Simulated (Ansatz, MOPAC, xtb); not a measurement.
Spectroscopic constants of TeH, multiplicity 2 (the spin of the measured ground state). No spin–orbit coupling.

Seven points along R, fitted to fifth degree in 1/R; most abundant isotopes. In def2 and cc sets the state is the lowest found near the PBE0 minimum, followed along R.

Programs: Ansatz (Gaussian orbitals); MOPAC for PM3, PM6, PM7 (differences of heats of formation); xtb for the GFN methods. Values without a source in brackets are computed. In def2 rows elements past Kr take small-core potentials, without spin–orbit coupling. The GFN methods have no spin term and hold the electronic entropy of 300 K.

```
level                                r_e (Å)  ω_e (cm⁻¹)  α_e (cm⁻¹)  B_e (cm⁻¹)  D_e (eV)  dipole (D)
-----------------------------------  -------  ----------  ----------  ----------  --------  ----------
PM3                                    1.659        2096      -0.017        6.13         -           -
PM6                                    1.746        2012       0.070        5.53         -           -
PM7                                    1.692        3172        0.13        5.89         -           -
GFN1-xTB                               1.664        2135        0.12        6.09         -           -
GFN2-xTB                               1.649        1954        0.21        6.20         -           -
SVWN5/def2-TZVPP                       1.669        2088        0.15        6.05      3.49        0.19
PBE/def2-TZVPP                         1.675        2068        0.15        6.01      2.99        0.10
r2SCAN/def2-TZVPP                      1.660        2135        0.15        6.12      2.97        0.16
B97M-V/def2-TZVPP                      1.663        2102        0.16        6.09      3.03        0.06
B3LYP/def2-TZVPP                       1.665        2113        0.15        6.08      3.02        0.09
PBE0/def2-TZVPP                        1.659        2152        0.15        6.12      2.92        0.16
BHLYP/def2-TZVPP                       1.649        2201        0.15        6.20      2.91        0.15
CAM-B3LYP/def2-TZVPP                   1.655        2169        0.15        6.16      3.01        0.14
wB97X-V/def2-TZVPP                     1.652        2199        0.14        6.18      3.04        0.17
wB97M-V/def2-TZVPP                     1.651        2186        0.15        6.18      2.96        0.14
B2PLYP/def2-TZVPP                      1.654        2164        0.15        6.16      2.95           -
CCSD/def2-TZVPP                        1.648        2179        0.16        6.21      2.87           -
CCSD/def2-QZVPP                        1.647        2183        0.15        6.21      2.93           -
CCSD(T)/def2-TZVPP                     1.651        2156        0.16        6.18      2.92           -
CCSD(T)/def2-QZVPP                     1.651        2158        0.16        6.19      2.99           -
CCSD(T)/CBS(def2-TZVPP, def2-QZVPP)    1.651        2156        0.16        6.18         -           -
```

D_e counts from each atom's lowest state at the same level, without counterpoise or zero-point energy.

Correlated levels freeze the inner cores; with def2 sets outer-core shells near the valence are correlated too. CBS: X⁻³ extrapolation of the correlation energy, Hartree–Fock from the larger set. The state that PM3, PM6, PM7 reach isn't checked; PM7 holds dispersion and hydrogen-bond terms.

Doubts at one or more of the structures used: a spin-contaminated determinant (PM3).

Measured for the ground state: D_0 2.767 ± 0.018 eV (a handbook's tabulated 298 K bond energy less 3RT/2; such tables hold older values) [Luo, bond dissociation energies, CRC Handbook].

Ansatz is a first-principles code.
